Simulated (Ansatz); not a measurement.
Geometry optimisation, RHF/def2-SVP (Ansatz 0.2.0).

Input file:

```yaml
crystal:
  periodic: [false, false, false]
  atoms:
    - { symbol: Ge, position_ang: [0.0, 0.0, 0.0] }
    - { symbol: O, position_ang: [0.0, 0.0, 2.12] }
    - { symbol: H, position_ang: [-0.9095, -0.2814, 2.4571] }
    - { symbol: H, position_ang: [1.4616, 0.0, -0.5162] }
    - { symbol: H, position_ang: [-0.73, 1.2648, -0.5162] }
    - { symbol: H, position_ang: [-0.73, -1.2648, -0.5162] }
    - { symbol: Cl, position_ang: [1.3153, -1.9973, 0.7946] }
    - { symbol: H, position_ang: [0.6933, -1.0528, 1.9346] }
basis:
  gaussian: { orbitals: def2-SVP }
hamiltonian:
  xc: hf
relax:
  f_tol: 0.15
  max_steps: 25
  restrain:
    - { distance: [0, 6], at: 2.22, k: 30.0 }
    - { distance: [7, 1], at: 1.01, k: 30.0 }
    - { distance: [0, 1], at: 2.97, k: 30.0 }
    - { distance: [7, 6], at: 2.57, k: 30.0 }
output:
  orbitals: {}
```

Command:

```bash
$ ansatz run input.yaml --threads 1 --pin off --max-ram 2048MiB --backend cpu --events-out ev --progress --plain --runs-dir out
```

Question: Where does it end, and by what steps?

Answer: It converged. The restraints hold the end off the free minimum. After 16 steps the energy has fallen by 2.976 eV (the restraints' own energy left out); H4 moved furthest, 1.44 Å. Parted: Ge1–O2 (2.12 → 2.98 Å). Joined: O2–H8 (1.27 → 0.97 Å).

```
step  energy less start (eV)  largest force component (eV/Å)  accepted
   0                  0.0000                           2.618       yes
   1                 -0.1101                           3.243       yes
   2                 -0.2988                           1.493       yes
   3                 -0.5287                           1.483       yes
   4                 -1.1954                           1.231       yes
   5                 -1.8617                           1.364       yes
   6                 -2.3256                           1.361       yes
   7                 -2.5826                           1.063       yes
   8                 -2.6650                           1.107       yes
   9                 -2.6870                           1.884       yes
  10                 -2.6860                           3.038       yes
  11                 -2.8413                           1.608       yes
  12                 -2.9166                           1.153       yes
  13                 -2.9591                           1.118       yes
  14                 -2.8792                           1.981        no
  15                 -2.9581                           1.195       yes
  16                 -2.9759                           1.082       yes
```

```xyz
8
Properties=species:S:1:pos:R:3
Ge 0.436 -0.252 -0.464
O -0.585 -0.200 2.332
H -1.309 -0.557 2.823
H 1.045 -0.274 -1.869
H 0.485 1.142 0.133
H -0.940 -0.898 -0.476
Cl 1.778 -1.556 0.715
H 0.190 -0.736 2.564
```

Run time: 33 s on 1 thread of Arm Neoverse V1 (shared host), peak memory 0.17 GiB.
